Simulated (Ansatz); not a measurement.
`CCB(O)O` + `FC(F)(F)S` → `OB(O)SC(F)(F)F` + ethane  (ligand exchange at a B–C bond)

Program: Ansatz. Geometries: PBE0-D4/def2-TZVP. ΔE: electronic, gas phase. CCSD(T)/CBS is the MP2 limit (def2-TZVPP, def2-QZVPP) plus CCSD(T) − MP2 in def2-TZVPP, frozen cores. This one scheme is used for every species. Functionals use def2-TZVPP. B3LYP here is the variant with VWN-RPA as its local correlation; programs differ in this. One conformer a species, not always the lowest.

Question: Is it downhill or uphill in electronic energy at CCSD(T)/CBS, and by how much? (An estimate is asked.)

Answer: Computed: Downhill: ΔE = -0.60 eV.

Question: What do these levels give: PBE0-D4, ωB97M-V, B3LYP, MP2/def2-TZVPP, MP2/def2-QZVPP, HF/CBS(def2)? (An estimate is asked.)

Answer: Computed: PBE0-D4 -0.63, ωB97M-V -0.60, B3LYP -0.61, MP2/def2-TZVPP -0.63, MP2/def2-QZVPP -0.63, HF/CBS(def2) -0.57 eV.

Largest T1 diagnostic among the species: 0.013.

The D4 term adds −0.04 eV with B3LYP and −0.02 eV with PBE0; it sums over pairs of atoms, weighted by their polarisabilities, and B3LYP, whose exchange is more repulsive, gets the larger term.
